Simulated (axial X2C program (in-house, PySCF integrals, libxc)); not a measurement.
Ionising BeN

Calculated with an axial X2C code built on PySCF integrals, spin-free (one-electron X2C) or two-component (2c: spin–orbit coupling with atomic mean-field Coulomb and Gaunt terms, which also bring small scalar terms), in Dyall basis sets with cores contracted in-house; open shells are unrestricted.

Basis sets: Be dyall-cv3z, N dyall-av3z.

```
Hamiltonian  level         BeN state  Re (Å)  ωe (cm⁻¹)  De (eV)
  spin-free   PBE0  M_S = 3/2, Λ = 0   1.598      951.6     2.08
         2c   PBE0           Ω = 3/2   1.598      951.6     2.08
```

Adiabatic ionisation energy (minimum to minimum, no zero-point term) and constants of BeN⁺:

```tsv
Hamiltonian	level	BeN⁺ state	IE (eV)	Re (Å)	ωe (cm⁻¹)	De (eV)	fragments
spin-free	PBE0	M_S = 1, Λ = 0	8.87	1.573	985.2	2.18	N + Be+
2c	PBE0	Ω = 1	8.87	1.573	985.3	2.18	N + Be+
```

(1) Add the zero-point terms to the ionisation energy at PBE0, 2c, and say whether the electron removed was bonding.

(2) Close the cycle De(BeN⁺) + IE(BeN) = De(BeN) + IE(Be) to find the atomic ionisation energy at PBE0, 2c.

Each entry is the lowest single determinant of a limited PBE0 search at one distance. De goes to single-determinant-based atoms at the same level (for ions the charge split of lowest energy) and is withheld (n/a) where an atom does not fit its ground term or J level. Main or longest-lived isotopes. One determinant is a doubtful description, or other states lie close, for BeN, BeN⁺; these need not be ground states, and all values refer to the states named. Some open-shell Ω = 0 determinants are out of reach, so the Ω given for BeN⁺ need not be the lowest component. With several unpaired electrons the Ω given is that of one determinant, not necessarily of the lowest component.

## Answers

(1) IE0 = IE + (ωe⁺ − ωe)/2 = 8.87 + (0.002) = 8.87 eV. Re changes by -0.025 Å, so the bond shortens, as on loss of an antibonding or a polarising non-bonding electron.

(2) IE(Be) = 2.18 + 8.87 − 2.08 = 8.97 eV, for the determinants used.
